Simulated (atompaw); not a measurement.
# Which change was made? (Cd, PAW (atompaw))

```json
{"Element": "cadmium", "Generator": "atompaw 4.2.0.5", "Type": "PAW", "Functional": "PBEsol", "Relativity": "scalar-relativistic", "Frozen core": "[Kr]", "Valence charge": "12", "Reference configuration": "4d10 5s2 5p0", "Partial waves": "5s (bound): rc 3.00 bohr; 5s channel at 0.45 Ry: rc 3.00 bohr; 5p (bound, empty): rc 3.00 bohr; 5p channel at 1.05 Ry: rc 3.00 bohr; 4d (bound): rc 1.10 bohr; 4d channel at 0.55 Ry: rc 3.00 bohr", "Local potential": "vpsmatchnc scheme with l = 3 at 0 Ry, radius 2.75 bohr", "Core correction": "smooth core density matched at 2.50 bohr", "Augmentation charge": "gaussian compensation charge, radius 2.95 bohr; PAW radius 3.00 bohr; waves and projectors: custom rrkj vanderbiltortho"}
```

Cutoffs, loose and tight: the cutoffs (Ry, on a coarse ladder) from which the occupation-weighted sum of valence levels, in a spherical-Bessel basis at the reference potential, stays within 10 and 1 mRy of its value at 400 Ry. They see the waves, projectors and local potential, not the compensation charge or the core.

The base gives: outcome: generated, no UPF (negative core plus compensation charge); cutoff, loose: 90 Ry; cutoff, tight: 160 Ry; bound ghosts: s.

Q: After one change the result is: outcome: generated; cutoff, loose: 70 Ry; cutoff, tight: 110 Ry; bound ghosts: none. Which change was it?
A. all radii scaled by about 1.21 (s 3.62, p 3.62, d 1.32 bohr); local potential vpsmatchnc scheme with l = 3 at 0 Ry, radius 3.32 bohr; augmentation gaussian compensation charge, radius 3.56 bohr; PAW radius 3.62 bohr; waves and projectors: custom rrkj vanderbiltortho; core correction smooth core density matched at 3.02 bohr
B. all radii scaled by about 0.90 (s 2.70, p 2.70, d 0.98 bohr); local potential vpsmatchnc scheme with l = 3 at 0 Ry, radius 2.46 bohr; augmentation gaussian compensation charge, radius 2.64 bohr; PAW radius 2.70 bohr; waves and projectors: custom rrkj vanderbiltortho; core correction smooth core density matched at 2.24 bohr
C. all radii scaled by about 0.74 (s 2.22, p 2.22, d 0.82 bohr); local potential vpsmatchnc scheme with l = 3 at 0 Ry, radius 2.04 bohr; augmentation gaussian compensation charge, radius 2.20 bohr; PAW radius 2.22 bohr; waves and projectors: custom rrkj vanderbiltortho; core correction smooth core density matched at 1.86 bohr

A: A. The others give: all radii scaled by about 0.90 (s 2.70, p 2.70, d 0.98 bohr); local potential vpsmatchnc scheme with l = 3 at 0 Ry, radius 2.46 bohr; augmentation gaussian compensation charge, radius 2.64 bohr; PAW radius 2.70 bohr; waves and projectors: custom rrkj vanderbiltortho; core correction smooth core density matched at 2.24 bohr → outcome: generated, no UPF (negative core plus compensation charge); cutoff, loose: 110 Ry; cutoff, tight: 200 Ry; bound ghosts: s | all radii scaled by about 0.74 (s 2.22, p 2.22, d 0.82 bohr); local potential vpsmatchnc scheme with l = 3 at 0 Ry, radius 2.04 bohr; augmentation gaussian compensation charge, radius 2.20 bohr; PAW radius 2.22 bohr; waves and projectors: custom rrkj vanderbiltortho; core correction smooth core density matched at 1.86 bohr → outcome: failed: atompaw: The overlap operator has at least one negative eigenvalue!.
